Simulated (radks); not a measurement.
Results of a calculation; reference values are marked as such.
Problem. The thallium ion Tl5+, 76 electrons, occupied as [Xe] 4f14 5d8. Level of theory: Dirac Kohn-Sham, PBE, spin-unpolarised, spherical densities, point nucleus; open shells fill j = l - 1/2 first (a radial shooting solver on a logarithmic mesh with Libxc functionals). Some entries of the table are withheld. Estimate them.

orbital,occ.,eigenvalue (hartree),<r> (bohr),<r^2> (bohr^2)
1s1/2,2,-3144.106,0.01631,0.0003686
2s1/2,2,-561.2715,0.06805,0.005545
2p1/2,2,-538.7660,0.05589,0.003911
2p3/2,4,-462.8408,0.06469,0.005095
3s1/2,2,-135.7597,0.1770,0.03596
3p1/2,2,-125.6339,0.1674,0.03272
3p3/2,4,-108.7532,0.1835,0.03909
3d3/2,4,-92.08979,0.1595,0.02987
3d5/2,6,-88.48565,0.1644,0.03159
4s1/2,2,-32.13685,0.3914,0.1731
4p1/2,2,-27.77727,0.3931,(1)
4p3/2,4,-23.67230,0.4274,(2)
4d3/2,4,-16.56989,0.4332,0.2169
4d5/2,6,-15.80401,0.4443,0.2279
5s1/2,2,-7.12919,0.8727,0.8529
4f5/2,6,-6.63509,(3),0.2583
4f7/2,8,-6.46574,(4),0.2655
5p1/2,2,-5.65515,0.9319,0.9776
5p3/2,4,-4.89180,1.019,1.167
5d3/2,4,-2.82452,(5),1.761
5d5/2,4,-2.72812,(6),1.860

Solution. 
(1) 4p1/2 <r^2> (bohr^2): 0.1759
(2) 4p3/2 <r^2> (bohr^2): 0.2076
(3) 4f5/2 <r> (bohr): 0.4637
(4) 4f7/2 <r> (bohr): 0.4702
(5) 5d3/2 <r> (bohr): 1.242
(6) 5d5/2 <r> (bohr): 1.276
